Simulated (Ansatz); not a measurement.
Cost and result up the ladder for the cluster Ca2O2 (4 atoms). Charge 0, multiplicity 1. Geometry: PBE0-D4/def2-TZVP.

```xyz
4

Ca   -1.2974   -0.8772   -0.7380
Ca    1.5725    0.6126   -0.3865
O     0.1669   -0.5072    0.7872
O    -0.4420    0.7718    0.3373
```

Ansatz on 4 threads of Intel Xeon 6975P-C on a shared host. Times are rough, and most runs start from the orbitals of an earlier one. No level here is sound enough to serve as a yardstick. Binding counts from free atoms at the same level (Ca singlet, O triplet; other spins of the atoms weren't run), without zero-point energy or a counterpoise term.

B3LYP takes the VWN-RPA correlation. Correlated methods freeze 12 core orbitals; core or outer-core shells of Ca are correlated, in sets that lack core-valence functions. The structure holds 1 bond(s) between oxygen atoms. Another isomer (singlet) lies 3.10 eV lower at PBE0-D4/def2-TZVP; other spin states weren't run for this one.

Correlated methods converge slowly with the basis.

```tsv
level	functions	wall time	binding energy per atom (eV)	remarks
PBE0-D4/def2-TZVP	134	0.9 s	2.62	restricted SCF unstable in HF
PBE-D4/def2-TZVP (with forces)	134	0.95 s	2.94	restricted SCF unstable in HF
B3LYP-D4/def2-TZVP	134	1 s	2.61	restricted SCF unstable in HF
r2SCAN-D4/def2-TZVP	134	1.6 s	2.83	restricted SCF unstable in HF
B97M-V/def2-TZVP	134	2.5 s	2.74	restricted SCF unstable in HF
CCSD(T)/def2-TZVPP	134	9.5 s	2.33	large T1 (0.022), restricted SCF unstable
```
